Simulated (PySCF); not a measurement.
H₃BFNO, singlet, at a GFN2-xTB geometry; PySCF with PBE/6-31G, TDA.

Here is a job for PySCF.
```python
from pyscf import gto, scf, dft, tdscf

mol = gto.M(
    atom='''
B    -0.00829614   -0.00706802    0.01970268
F     1.29199775   -0.19077503   -0.30200049
O    -0.45875010   -0.44757323    1.21101917
H     0.21039425   -0.87016956    1.74816308
N    -0.83204018    0.63390601   -0.90016760
H    -1.80449370    0.80370587   -0.72899744
H    -0.49811753    0.96202282   -1.78665468
''',
    basis='6-31g',
    verbose=4,
)

mf = dft.RKS(mol)
mf.xc = 'pbe'
mf.kernel()
td = mf.TDA()
td.nstates = 5
td.kernel()
td.analyze()
```

Predict the main parts of the log of this PySCF run.


```
PySCF version 2.14.0

[INPUT] verbose = 4
[INPUT] num. atoms = 7
[INPUT] num. electrons = 32
[INPUT] charge = 0
[INPUT] spin (= nelec alpha-beta = 2S) = 0
[INPUT] symmetry False subgroup None
[INPUT] Mole.unit = angstrom
[INPUT] Symbol           X                Y                Z      unit          X                Y                Z       unit  Magmom
[INPUT]  1 B     -0.008296140000  -0.007068020000   0.019702680000 AA   -0.015677432491  -0.013356622043   0.037232669120 Bohr   0.0
[INPUT]  2 F      1.291997750000  -0.190775030000  -0.302000490000 AA    2.441521901054  -0.360512558106  -0.570698215584 Bohr   0.0
[INPUT]  3 O     -0.458750100000  -0.447573230000   1.211019170000 AA   -0.866912048617  -0.845790825387   2.288494562898 Bohr   0.0
[INPUT]  4 H      0.210394250000  -0.870169560000   1.748163080000 AA    0.397587510683  -1.644382150333   3.303549442276 Bohr   0.0
[INPUT]  5 N     -0.832040180000   0.633906010000  -0.900167600000 AA   -1.572328064834   1.197908747616  -1.701070230207 Bohr   0.0
[INPUT]  6 H     -1.804493700000   0.803705870000  -0.728997440000 AA   -3.409998886503   1.518783979005  -1.377605507109 Bohr   0.0
[INPUT]  7 H     -0.498117530000   0.962022820000  -1.786654680000 AA   -0.941305709545   1.817959655382  -3.376288024372 Bohr   0.0

nuclear repulsion = 115.041988430793
number of shells = 26
number of NR pGTOs = 100
number of NR cGTOs = 42
basis = 6-31g
ecp = {}

******** <class 'pyscf.dft.rks.RKS'> ********
method = RKS
initial guess = minao
damping factor = 0
level_shift factor = 0
DIIS = <class 'pyscf.scf.diis.CDIIS'>
diis_start_cycle = 1
diis_space = 8
diis_damp = 0
SCF conv_tol = 1e-09
SCF conv_tol_grad = None
SCF max_cycles = 50
direct_scf = True
direct_scf_tol = 1e-13
XC library pyscf.dft.libxc version 7.1.2
    S. Lehtola, C. Steigemann, M. J. T. Oliveira, and M. A. L. Marques,  SoftwareX 7, 1–5 (2018)
XC functionals = pbe
    J. P. Perdew, K. Burke, and M. Ernzerhof,  Phys. Rev. Lett. 77, 3865 (1996)
    J. P. Perdew, K. Burke, and M. Ernzerhof,  Phys. Rev. Lett. 78, 1396 (1997)
    J. P. Perdew, K. Burke, and M. Ernzerhof,  Phys. Rev. Lett. 77, 3865 (1996)
    J. P. Perdew, K. Burke, and M. Ernzerhof,  Phys. Rev. Lett. 78, 1396 (1997)
radial grids:
    Treutler-Ahlrichs [JCP 102, 346 (1995); DOI:10.1063/1.469408] (M4) radial grids

becke partition: Becke, JCP 88, 2547 (1988); DOI:10.1063/1.454033
pruning grids: <function nwchem_prune>
grids dens level: 3
symmetrized grids: False
atomic radii adjust function: <function treutler_atomic_radii_adjust>
small_rho_cutoff = 0
Set gradient conv threshold to 3.16228e-05
Initial guess from minao.
tot grids = 85720
init E= -256.67948207157
  HOMO = -0.325389285216637  LUMO = -0.00981417389023864  gap/eV = 8.58724
cycle= 1 E= -256.113273722764  delta_E= 0.566  |g|= 0.928  |ddm|= 2.54
  HOMO = -0.0958040984700674  LUMO = 0.0867895999002628  gap/eV = 4.96863
cycle= 2 E= -255.790455225873  delta_E= 0.323  |g|=  1.6  |ddm|= 1.84
  HOMO = -0.207707905904825  LUMO = 0.0419809082721079  gap/eV = 6.79438
cycle= 3 E= -256.269281991692  delta_E= -0.479  |g|= 0.169  |ddm|=  1.2
  HOMO = -0.223261531648046  LUMO = 0.0462229103162768  gap/eV = 7.33305
cycle= 4 E= -256.274834133459  delta_E= -0.00555  |g|= 0.0529  |ddm|= 0.158
  HOMO = -0.221574433569161  LUMO = 0.0463125966187334  gap/eV = 7.28958
cycle= 5 E= -256.275324870672  delta_E= -0.000491  |g|= 0.012  |ddm|= 0.0436
  HOMO = -0.220577683358361  LUMO = 0.0466464399964122  gap/eV = 7.27154
cycle= 6 E= -256.275367444864  delta_E= -4.26e-05  |g|= 0.00224  |ddm|= 0.0148
  HOMO = -0.220774925573833  LUMO = 0.0464955039233819  gap/eV = 7.27280
cycle= 7 E= -256.275368161724  delta_E= -7.17e-07  |g|= 0.00128  |ddm|= 0.00233
  HOMO = -0.220678853508169  LUMO = 0.0464586580692172  gap/eV = 7.26918
cycle= 8 E= -256.275368490333  delta_E= -3.29e-07  |g|= 9.88e-05  |ddm|= 0.00104
  HOMO = -0.220693978151301  LUMO = 0.0464615375698596  gap/eV = 7.26967
cycle= 9 E= -256.275368493009  delta_E= -2.68e-09  |g|= 1.29e-05  |ddm|= 0.000117
  HOMO = -0.22069387861514  LUMO = 0.0464606207764047  gap/eV = 7.26964
cycle= 10 E= -256.275368493046  delta_E= -3.74e-11  |g|= 1.32e-06  |ddm|= 1.57e-05
  HOMO = -0.220694091654418  LUMO = 0.0464606435078201  gap/eV = 7.26965
Extra cycle  E= -256.275368493046  delta_E= 2.27e-13  |g|= 2.66e-06  |ddm|= 3.45e-06
converged SCF energy = -256.275368493046

******** <class 'pyscf.tdscf.rks.TDA'> for <class 'pyscf.dft.rks.RKS'> ********
nstates = 5 singlet
deg_eia_thresh = 1.000e-03
wfnsym = None
conv_tol = 1e-05
eigh lindep = 1e-12
eigh level_shift = 0
eigh max_cycle = 100

Excitation energies (eV)
[7.44649053 8.4797806  9.27743683 9.29034252 9.34595084]

** Singlet excitation energies and oscillator strengths **
Excited State   1:      7.44649 eV    166.50 nm  f=0.0005
      16 -> 17       -0.69679
      16 -> 19       -0.11357
Excited State   2:      8.47978 eV    146.21 nm  f=0.0045
      16 -> 17        0.11344
      16 -> 19       -0.69224
Excited State   3:      9.27744 eV    133.64 nm  f=0.0141
      15 -> 17       -0.68895
Excited State   4:      9.29034 eV    133.45 nm  f=0.0095
      14 -> 17       -0.68675
      16 -> 20        0.12710
Excited State   5:      9.34595 eV    132.66 nm  f=0.0003
      14 -> 17       -0.12419
      16 -> 20       -0.69505

** Transition electric dipole moments (AU) **
state          X           Y           Z        Dip. S.      Osc.
  1        -0.0113     -0.0438     -0.0205      0.0025      0.0005
  2         0.0333      0.1298      0.0606      0.0216      0.0045
  3        -0.2378      0.0703     -0.0208      0.0619      0.0141
  4        -0.0459     -0.1809     -0.0843      0.0419      0.0095
  5        -0.0082     -0.0319     -0.0149      0.0013      0.0003

** Transition velocity dipole moments (imaginary part, AU) **
state          X           Y           Z        Dip. S.      Osc.
  1        -0.0024     -0.0093     -0.0043      0.0001      0.0003
  2         0.0187      0.0727      0.0340      0.0068      0.0145
  3        -0.0772      0.0103      0.0200      0.0065      0.0127
  4        -0.0188     -0.0739     -0.0345      0.0070      0.0137
  5        -0.0065     -0.0253     -0.0118      0.0008      0.0016

** Transition magnetic dipole moments (imaginary part, AU) **
state          X           Y           Z
  1         0.3778     -0.0238     -0.1568
  2        -0.2144     -0.0487      0.2222
  3         0.1667      0.6520      0.3039
  4        -0.2787      0.1437     -0.1581
  5         0.0098     -0.0884      0.1839
```
